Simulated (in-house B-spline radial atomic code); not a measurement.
# RPA and G0W0 on Hartree-Fock: Fe19+

Configuration [He] 2s2 2p3, highest spin, mean-field start Hartree-Fock. Computed with an all-electron radial atomic-structure program (B-spline basis): all electrons, scalar-relativistic (spin-free one-electron X2C), finite nucleus, each spin shell either full or empty, empty states to l = 9 with an (l + 1/2)⁻⁴ tail; G0W0 by contour deformation at full frequency.

Command:
```bash
python run_gw.py task.json out
```
Settings (radii: box in bohr, nucleus in fm):
```
Z                        26
electrons                7
configuration            [He] 2s2 2p3
hamiltonian              x2c
method                   hf
lmax                     9
rms_radius               3.7377
spin_polarised           True
box_radius               4.23
intervals                64
```

Run time, properties included: 1.8 s on 1 thread of Arm Neoverse N1, on a shared host.

Energies (hartree):

```json
{"term": "mean-field total", "value": "-998.43724"}
{"term": "Hartree-Fock functional on these orbitals", "value": "-998.43724"}
{"term": "direct second order", "value": "-0.42453"}
{"term": "second-order exchange", "value": "0.20627"}
{"term": "SOSEX correction", "value": "0.19576"}
```

Q: What is the RPA correlation energy, and what remains with SOSEX?

A: RPA gives -0.40322 hartree (-1.57 eV per electron); RPA + SOSEX gives -0.20746, and the second-order doubles (MP2) -0.21826 hartree. SOSEX takes back 49 % of the RPA value.

Quasi-particle levels (eV):

```json
{"level": "2p up", "occupied": "yes", "mean field": "-1586.58", "Σx - vxc": "0.00", "Σc": "?", "QP weight": "?", "G0W0": "?"}
{"level": "2s down", "occupied": "yes", "mean field": "-1631.10", "Σx - vxc": "0.00", "Σc": "-4.32", "QP weight": "0.991", "G0W0": "-1635.42"}
{"level": "2s up", "occupied": "yes", "mean field": "-1690.76", "Σx - vxc": "0.00", "Σc": "10.67", "QP weight": "0.918", "G0W0": "-1680.09"}
{"level": "1s down", "occupied": "yes", "mean field": "-8110.58", "Σx - vxc": "0.00", "Σc": "11.98", "QP weight": "0.991", "G0W0": "-8098.60"}
{"level": "2p down", "occupied": "no", "mean field": "-1451.39", "Σx - vxc": "0.00", "Σc": "-3.77", "QP weight": "0.995", "G0W0": "-1455.16"}
```

G0W0 = mean field + (Σx - vxc) + Σc, with Σc (partial-wave tail included) taken at the quasi-particle energy.

Q: Where does G0W0 put 2p up?

A: At -1585.02 eV, with Σc = 1.56 eV and a quasi-particle weight of 0.994. The tabulated removal energy is 1575.6 ± 0.5 eV (NIST, measured); the calculation leaves out spin-orbit coupling, Breit and QED terms, and what these don't explain is the method's own error.
